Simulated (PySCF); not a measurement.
## UHF on Sm(45+) (samarium, charge +45)

Configuration: [Ne] 3s2 3p5, 2P determinant. All numbers are calculated (PySCF 2.14, scalar relativity by spin-free X2C-1e, in an uncontracted even-tempered set (18 s from 9.2 bohr⁻², ratio 2.5; 12 p from 12 bohr⁻², ratio 2.5; 4 d from 52 bohr⁻², ratio 2.7; 4 f from 77 bohr⁻², ratio 2.7)).

```json
{
  "Total energy": "-8580.658056 hartree",
  "One-electron energy": "-9562.4709 hartree",
  "Hartree (Coulomb) energy": "1121.3410 hartree",
  "Exchange energy": "-139.5281 hartree",
  "⟨S²⟩": "0.7504",
  "⟨L²⟩": "2.001",
  "Sum of ⟨r⟩": "2.350 bohr",
  "Sum of ⟨r²⟩": "0.5032 bohr²",
  "Traceless quadrupole moment −½Σ⟨3z² − r²⟩ along its main axis": "0.0243 e·bohr²"
}
```

```tsv
shell	electrons	mean orbital energy (eV)	spread (eV)	rms radius, mean of both spins (bohr)
1s α	1	-49938.7	0	0.0259
1s β	1	-49932.8	0	0.0259
2s α	1	-10573.9	0	0.104
2s β	1	-10570.1	0	0.104
2p α	3	-9753.0	8.638	0.0926
2p β	3	-9745.8	7.012	0.0926
3s α	1	-4091.8	0	0.250
3s β	1	-4069.1	0	0.250
3p α	3	-3824.7	13.346	0.246
3p β	2	-3814.1	0	0.246
```

Spin-orbit coupling, absent here, splits the open shell strongly.

Densities and radii are taken from the X2C orbitals without a picture-change correction, which distorts them close to the nucleus.

Spin-orbit constants ζ (cm⁻¹) from the X2C one-electron operator on these orbitals: bare nucleus, nucleus screened by l(l+1)(2l+1)/3 electrons, and screened by the Breit-Pauli mean field of the electrons.

```
shell     bare  screened nucleus  mean field
   2p  3213000           3109000     3069000
   3p   794200            768600      759500
```

To first order the Landé constant is A = -759500 cm⁻¹, so the lowest level has J = 3/2 and lies 47.1 eV below the centre of the term. First order in ζ underestimates the shift of the j = l − 1/2 level at high Z.
